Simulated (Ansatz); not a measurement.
Wavefunction ladder for BH3OTe, SMILES `OB[TeH]`

```xyz
6

O    -1.566   -0.244    0.297
B    -0.283    0.167    0.345
Te    1.217   -0.441   -1.099
H    -1.797   -0.834   -0.424
H     0.039    0.902    1.228
H     2.390    0.449   -0.347
```

Charge 0, multiplicity 1. Correlated methods include outer-core shells of Te, which these sets cover unevenly. Te takes the def2 core potential. The structure was optimised at the PBE0-D4/def2-TZVP level. It is one conformer, not always the lowest. Frozen core, restricted reference, Ansatz 0.2.0.

```json
{"basis": "def2-SVP", "HF (Eh)": "-368.26045", "MP2 corr.": "-0.39432", "CCSD corr.": "-0.42281", "(T)": "-0.01158", "CCSD(T) total": "-368.69484"}
{"basis": "def2-TZVPP", "HF (Eh)": "-368.39404", "MP2 corr.": "-0.81051", "CCSD corr.": "-0.80253", "(T)": "-0.02434", "CCSD(T) total": "-369.22091"}
{"basis": "def2-QZVPP", "HF (Eh)": "-368.40071", "MP2 corr.": "-0.99612", "CCSD corr.": "–", "(T)": "–", "CCSD(T) total": "–"}
```
